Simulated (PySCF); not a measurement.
C3H7, charge -1, singlet, geometry from GFN2-xTB; MP2/def2-SVP (PySCF).

PySCF was given this input:
```python
from pyscf import gto, scf, mp

mol = gto.M(
    atom='''
C     0.001860    0.104490    0.566404
C    -0.001727    1.417715   -0.192030
C     0.000064   -1.228257   -0.251914
H    -0.880850    0.061189    1.229917
H     0.889157    0.062525    1.223858
H     0.002932   -2.122887    0.388569
H     0.885480    1.388919   -0.898346
H    -0.893705    1.387576   -0.892255
H    -0.884828   -1.271172   -0.890228
H     0.880630   -1.269840   -0.896272
''',
    basis='def2-svp',
    charge=-1,
    spin=0,
    verbose=4,
    max_memory=1800,
)

mf = scf.RHF(mol)
mf.kernel()

pt = mp.MP2(mf, frozen=3)
pt.kernel()
print('E(MP2) = %.10f' % pt.e_tot)
```

What the program printed (banner, timings and long lists left out):

```
PySCF version 2.14.0

[INPUT] verbose = 4
[INPUT] num. atoms = 10
[INPUT] num. electrons = 26
[INPUT] charge = -1
[INPUT] spin (= nelec alpha-beta = 2S) = 0
[INPUT] symmetry False subgroup None
[INPUT] Mole.unit = angstrom
[INPUT] Symbol           X                Y                Z      unit          X                Y                Z       unit  Magmom
[INPUT]  1 C      0.001860000000   0.104490000000   0.566404000000 AA    0.003514890592   0.197457482756   1.070348435858 Bohr   0.0
[INPUT]  2 C     -0.001727000000   1.417715000000  -0.192030000000 AA   -0.003263557017   2.679093072688  -0.362884107700 Bohr   0.0
[INPUT]  3 C      0.000064000000  -1.228257000000  -0.251914000000 AA    0.000120942472  -2.321069340580  -0.476048466944 Bohr   0.0
[INPUT]  4 H     -0.880850000000   0.061189000000   1.229917000000 AA   -1.664565256823   0.115630451836   2.324206285947 Bohr   0.0
[INPUT]  5 H      0.889157000000   0.062525000000   1.223858000000 AA    1.680263211740   0.118155125938   2.312756435358 Bohr   0.0
[INPUT]  6 H      0.002932000000  -2.122887000000   0.388569000000 AA    0.005540676997  -4.011675023400   0.734288990496 Bohr   0.0
[INPUT]  7 H      0.885480000000   1.388919000000  -0.898346000000 AA    1.673314688780   2.624676519205  -1.697627905099 Bohr   0.0
[INPUT]  8 H     -0.893705000000   1.387576000000  -0.892255000000 AA   -1.688857686154   2.622138617019  -1.686117583274 Bohr   0.0
[INPUT]  9 H     -0.884828000000  -1.271172000000  -0.890228000000 AA   -1.672082587347  -2.402166937216  -1.682287108419 Bohr   0.0
[INPUT] 10 H      0.880630000000  -1.269840000000  -0.896272000000 AA    1.664149517076  -2.399649822018  -1.693708613116 Bohr   0.0

nuclear repulsion = 74.9305421185431
number of shells = 39
number of NR pGTOs = 121
number of NR cGTOs = 77
basis = def2-svp
ecp = {}

******** <class 'pyscf.scf.hf.RHF'> ********
method = RHF
initial guess = minao
damping factor = 0
level_shift factor = 0
DIIS = <class 'pyscf.scf.diis.CDIIS'>
diis_start_cycle = 1
diis_space = 8
diis_damp = 0
SCF conv_tol = 1e-09
SCF conv_tol_grad = None
SCF max_cycles = 50
direct_scf = True
direct_scf_tol = 1e-13
Set gradient conv threshold to 3.16228e-05
Initial guess from minao.
init E= -117.55643758512
  HOMO = -0.154035919713788  LUMO = 0.126822237684852  gap/eV = 7.64254
cycle= 1 E= -117.41496209844  delta_E= 0.141  |g|= 0.403  |ddm|= 2.84
  HOMO = 0.0624878575998471  LUMO = 0.341002651019286  gap/eV = 7.57877
cycle= 2 E= -117.460868181885  delta_E= -0.0459  |g|= 0.171  |ddm|= 1.04
  HOMO = -0.020242198691844  LUMO = 0.346498576440424  gap/eV = 9.97952
cycle= 3 E= -117.469515248509  delta_E= -0.00865  |g|= 0.0437  |ddm|= 0.368
  HOMO = -0.0149265317789196  LUMO = 0.347916367892497  gap/eV = 9.87346
cycle= 4 E= -117.470303107558  delta_E= -0.000788  |g|= 0.00718  |ddm|= 0.0885
  HOMO = -0.0145153696471332  LUMO = 0.347802354470089  gap/eV = 9.85917
cycle= 5 E= -117.470343690764  delta_E= -4.06e-05  |g|= 0.00303  |ddm|= 0.0433
  HOMO = -0.0146564589551508  LUMO = 0.347611431967129  gap/eV = 9.85781
cycle= 6 E= -117.470353161148  delta_E= -9.47e-06  |g|= 0.00111  |ddm|= 0.0266
  HOMO = -0.0147982172918688  LUMO = 0.347644216040266  gap/eV = 9.86256
cycle= 7 E= -117.470355047883  delta_E= -1.89e-06  |g|= 0.000316  |ddm|= 0.0139
  HOMO = -0.0148206104867916  LUMO = 0.347637749410091  gap/eV = 9.86299
cycle= 8 E= -117.470355220699  delta_E= -1.73e-07  |g|= 7.77e-05  |ddm|= 0.00428
  HOMO = -0.0148191415147396  LUMO = 0.347631973817095  gap/eV = 9.86280
cycle= 9 E= -117.470355228061  delta_E= -7.36e-09  |g|= 3.19e-05  |ddm|= 0.000699
  HOMO = -0.0148165660157864  LUMO = 0.347634610711116  gap/eV = 9.86280
cycle= 10 E= -117.470355228809  delta_E= -7.48e-10  |g|= 7.88e-06  |ddm|= 0.000212
  HOMO = -0.0148161131460753  LUMO = 0.347633946906914  gap/eV = 9.86277
Extra cycle  E= -117.470355228851  delta_E= -4.19e-11  |g|= 3.85e-06  |ddm|= 3.65e-05
converged SCF energy = -117.470355228851

******** <class 'pyscf.mp.mp2.RMP2'> ********
nocc = 10, nmo = 74
frozen orbitals 3
E(RMP2) = -117.920604653496  E_corr = -0.45024942464513
E(SCS-RMP2) = -117.924662939699  E_corr = -0.45430771084851
E_corr(same-spin) = -0.0992210754526689
E_corr(oppo-spin) = -0.351028349192462
E(MP2) = -117.9206046535
```
